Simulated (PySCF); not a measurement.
Q: Give a PBE0-D3(BJ)/def2-SVP geometry of InChI=1S/Br3ClSi/c1-5(2,3)4.

A: 
```xyz
5
Br3ClSi angstrom
Cl     0.3873    1.0621    1.8089
Si     0.2359    0.3529   -0.1013
Br     2.1910   -0.4133   -0.7522
Br    -0.3922    1.9803   -1.4392
Br    -1.2614   -1.2550   -0.1458
```

Any rigid rotation of these coordinates is as good. Atoms count from 1 in this order. Si2 (chlorine-bound silicon) is tetrahedral (angles from 108.9° to 110.2°). All 3 Br–Si bonds measure 2.197 to 2.198 Å.

Bonds between heavy atoms (Å): Cl1–Si2 2.043, Si2–Br3 2.198, Si2–Br4 2.198, Si2–Br5 2.197.

Theory: PBE0-D3(BJ)/def2-SVP geometry optimisation, gas phase in PySCF 2.14.0.

Point group: C3v (every atom within 0.08 Å of its image). Whether it is a minimum is left open (no frequencies).

Hardware: one thread of an Arm Neoverse V1, shared host. Cost: 2.5 min, 0.66 GiB resident at most. That covers the optimisation of the geometry.
